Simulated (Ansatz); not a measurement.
As2Se, relaxed as a singlet with RKS PBE0-D4/def2-TZVP in Ansatz, starting from the GFN2-xTB geometry. Force threshold 0.02 eV/Å.

The restricted singlet is unstable towards broken spin symmetry in Hartree–Fock (as tested in another run); at PBE0-D4/def2-TZVP this wasn't settled. Another isomer (singlet) lies 0.80 eV lower at PBE0-D4/def2-TZVP; other spin states weren't run for this one.

Start:

```xyz
3

As   -0.045    0.273   -0.291
As    1.603    1.024    0.823
Se   -1.558   -1.297   -0.532
```

(1) Estimate the energy that the relaxation releases and the steps that it takes.

(2) Does the start keep its bonding and symmetry?

(3) Predict the relaxed structure.

Answers

(1) 20.6 kJ/mol, in 6 steps; 21 s on 4 threads of Intel Xeon Platinum 8259CL on a shared host. No frequencies were taken in this run, so the end may be a saddle point.

(2) By distances, no bond broke or formed. The bond that changes most is As1–Se3, from 2.19 to 2.15 Å (atoms count from 1). Point group Cs at the start, C∞v at the end, both within 0.05 Å.

(3) 
```xyz
3

As    0.0136    0.0100    0.0058
As    1.6107    1.1845    0.6888
Se   -1.6243   -1.1946   -0.6946
```
Bond lengths: 1 × As–As 2.10 Å; 1 × As–Se 2.15 Å.
